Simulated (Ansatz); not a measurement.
Geometry optimisation, RKS PBE-D4/def2-SVP (Ansatz 0.2.0).

input.yaml

```yaml
crystal:
  periodic: [false, false, false]
  atoms:
    - { symbol: Ta, position_ang: [-0.361713, 0.650596, -0.169417] }
    - { symbol: F, position_ang: [2.37958, -0.820695, -0.394736] }
    - { symbol: F, position_ang: [0.430201, 0.743964, 1.566907] }
    - { symbol: Cl, position_ang: [-0.503035, 0.121676, -2.453397] }
    - { symbol: O, position_ang: [-1.914511, 1.660381, 0.065339] }
    - { symbol: H, position_ang: [-2.851674, 1.491974, 0.266913] }
    - { symbol: O, position_ang: [-0.80664, -1.13564, 0.269647] }
    - { symbol: H, position_ang: [-0.401739, -1.779708, 0.878694] }
    - { symbol: Cl, position_ang: [1.408482, 2.241194, -0.7397] }
    - { symbol: H, position_ang: [2.71035, 0.038857, -0.552749] }
basis:
  gaussian: { orbitals: def2-SVP }
hamiltonian:
  xc: pbe
  dispersion: d4
relax:
  f_tol: 0.03
  max_steps: 50
```

Launched with:

```bash
$ ansatz run input.yaml --threads 4 --pin off --max-ram 5120MiB --backend cpu --events-out ev --progress --plain --runs-dir out
```

Q: Where does it end, and by what steps?

A: It converged. After 24 steps the energy has fallen by 0.316 eV; H6 moved furthest, 0.62 Å. Joined: Ta1–F2 (3.12 → 2.36 Å).

| step | energy less start (eV) | largest force component (eV/Å) | accepted |
| --- | --- | --- | --- |
| 0 | 0.0000 | 0.781 | yes |
| 1 | -0.1107 | 0.300 | yes |
| 2 | -0.2134 | 0.444 | yes |
| 3 | -0.2563 | 0.822 | yes |
| 4 | -0.2860 | 0.171 | yes |
| 5 | -0.2564 | 0.999 | no |
| 6 | -0.2927 | 0.194 | yes |
| 7 | -0.2904 | 0.341 | no |
| 8 | -0.2977 | 0.055 | yes |
| 9 | -0.3000 | 0.096 | yes |
| 10 | -0.3014 | 0.267 | yes |
| 11 | -0.3047 | 0.070 | yes |
| 12 | -0.3034 | 0.574 | no |
| 13 | -0.3060 | 0.052 | yes |
| 14 | -0.3060 | 0.462 | yes |
| 15 | -0.3097 | 0.255 | yes |
| 16 | -0.3007 | 0.341 | no |
| 17 | -0.3116 | 0.122 | yes |
| 18 | -0.3132 | 0.066 | yes |
| 19 | -0.3142 | 0.174 | yes |
| 20 | -0.3149 | 0.127 | yes |
| 21 | -0.3098 | 0.520 | no |
| 22 | -0.3157 | 0.052 | yes |
| 23 | -0.3159 | 0.093 | yes |
| 24 | -0.3163 | 0.013 | yes |

```xyz
10
Properties=species:S:1:pos:R:3
Ta -0.201 0.515 -0.009
F 1.872 -0.561 -0.333
F 0.560 0.860 1.703
Cl -0.563 0.047 -2.309
O -1.761 1.515 0.232
H -2.585 1.756 -0.222
O -0.687 -1.238 0.486
H -0.281 -2.118 0.561
Cl 1.483 2.130 -0.773
H 2.253 0.306 -0.598
```

Whether the end is a true minimum wasn't checked by a vibrational analysis.

Run time: 66 s on 4 threads of Arm Neoverse V1, on a shared host, peak memory 0.22 GiB.
